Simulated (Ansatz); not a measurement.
## Abstraction of Br: C3H5Br + CHI2 → C3H5 + CHBrI2

Species: C3H5Br (allyl bromide) `C=CCBr`, singlet; CHI2 `I[CH]I`, doublet; C3H5 `[CH2]C=C`, doublet; CHBrI2 (bromodiiodomethane) `BrC(I)I`, singlet. A radical takes Br: the energy is the difference in strength between two C–Br bonds in different surroundings.

Shapes, held fixed at every level: PBE0-D4/def2-TZVP. Flexible molecules stand in one conformer, not always the lowest. Programs: Ansatz 0.2.0. The zero-point and thermal change to 298 K, harmonic and unscaled (PBE0-D4/def2-TZVP), is -3.4 kJ/mol.

Estimate ΔH(298 K) of this reaction.

B2PLYP/def2-TZVPP gives ΔH(298 K) = -8.9 kJ/mol; the levels span -19.8 to -8.9. The median of the levels is -13.0. No measured value is set beside it here. Spin contamination: C3H5 (⟨S²⟩ up to 0.95). Open shells run unrestricted unless RO is named. For atoms past krypton def2 sets carry core potentials with scalar relativity. Relativity is left out for Br unless named. Correlated rows may include outer-core shells of Br, I, which these sets cover unevenly. Times are processor times on shared x86 and Arm servers, and rough.

```
               level                    kind  ΔH(298 K) (kJ/mol)  CPU time (sum over the molecules)
         HF/def2-SVP            Hartree–Fock               -19.8                                  –
       HF/def2-TZVPP            Hartree–Fock               -14.4                                  –
    SPW92/def2-TZVPP                     LDA                -9.0                               23 s
r2SCAN-D4/def2-TZVPP                meta-GGA               -15.7                               79 s
  wB97M-V/def2-TZVPP  range-separated hybrid               -13.0                              3 min
  wB97X-V/def2-TZVPP  range-separated hybrid                -9.5                            2.1 min
   B2PLYP/def2-TZVPP           double hybrid                -8.9                               90 s
```
